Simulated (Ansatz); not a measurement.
The same path of AlClH7NSi2 (12 atoms, charge 0, multiplicity 1) was run twice with different band settings.

Level of theory: RKS PBE-D4/6-31G* (Ansatz 0.2.0).

Relaxed end points:

```xyz
12
Properties=species:S:1:pos:R:3
N -1.853 1.055 0.890
Al -0.469 0.381 1.800
Si 1.418 -0.334 0.398
Si 0.632 -0.836 -1.756
Cl -0.485 0.803 -2.480
H -2.722 1.393 1.304
H -1.857 1.189 -0.123
H -0.581 0.260 3.393
H 2.115 -1.576 0.894
H 2.484 0.719 0.240
H -0.301 -2.012 -1.745
H 1.697 -1.094 -2.780
```

```xyz
12
Properties=species:S:1:pos:R:3
N -1.850 1.060 0.890
Al -0.470 0.380 1.801
Si 1.416 -0.337 0.398
Si 0.632 -0.837 -1.757
Cl -0.503 0.791 -2.477
H -1.854 1.193 -0.123
H -2.717 1.402 1.304
H -0.585 0.262 3.394
H 2.111 -1.581 0.891
H 2.483 0.716 0.244
H -0.288 -2.024 -1.749
H 1.701 -1.080 -2.781
```

Common settings: movable images 7; climbing image yes; spring 5.0 eV/Å²; optimiser quadratic models (default); force threshold 0.05 eV/Å; iteration limit 60; end points relaxed.

| run | start path |
| --- | --- |
| 1 | through a guess of the saddle point |
| 2 | straight line |

**Question.** What does each run give, and how far can it be trusted?

**Answer.** Run 1: converged after 36 iterations, highest image 0.538 eV above the first end. A vibrational analysis at the climbing image gives one clearly imaginary mode, 428i cm⁻¹, and a faint second one (22i cm⁻¹) that may be numerical noise or a soft torsion: probably a first-order saddle point.
Run 2: converged after 7 iterations, highest image 0.573 eV above the first end. The order of the stationary point at the top wasn't checked.
